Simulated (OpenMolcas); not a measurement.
Mo5+ with 6 ligands (fluoride) in octahedral coordination (Oh). A charge of +0.167 e stands 2.8 Å behind each ligand. Ligand basis ANO-RCC-VDZP.

```json
{
 "Program": "OpenMolcas",
 "Method": "SS-CASPT2, IPEA 0.25 Eh, imaginary shift 0.1 Eh (closed shells correlated: 4s 4p and the ligand valence shells)",
 "Basis": "ANO-RCC-VTZP [7s6p4d2f1g]",
 "Scalar Hamiltonian": "DKH2, point nucleus",
 "Active space": "1 electron in 5 orbitals (4d)",
 "State averaging": "2S+1 = 2 even, 5 roots",
 "Spin-orbit coupling": "state interaction with AMFI integrals over the reference wave functions"
}
```

All ligands move together. At R = 1.92 Å |10Dq| is 35484 cm-1, and at R = 1.99 Å it is 31496 cm-1.

Question: A third run gives 40088 cm-1. What distance was it run at?

Answer: With a power law R^-n the two known points give n = -ln(31496 / 35484) / ln(1.99 / 1.92) = 3.33. Then R = 1.92 × (35484 / 40088)^(1/3.33) = 1.851 Å. The run was at 1.86 Å, so the estimate is off by -0.009 Å.

Roots that are degenerate in the reference are averaged as groups; the widest CASPT2 spread within a group is 250 cm-1 (the 3-fold group of multiplicity 2 near 0 cm-1 above the lowest state of its run, R = 1.92). Shifts and gaps below about the spread of the groups concerned are not significant. Over all roots computed the reference weight is 0.70 in R = 1.86, 0.69 in R = 1.92, 0.68 in R = 1.99; a low but even weight reflects the number of correlated electrons. An orbital triplet at a regular site is open to Jahn-Teller coupling, which can distort the site and quench the lowest spin-orbit gaps and is left out. The least metal-like active orbital is 74 % on the metal (Löwdin) and no ligand orbital is active, so the numbers are rough. Ligand-to-metal charge-transfer states are missing. With one d shell and no ligand orbital active, 10Dq can be off by a tenth or more. No measured value stands beside these numbers; the geometry is a model, was not optimised and need not be the one that this ion takes.
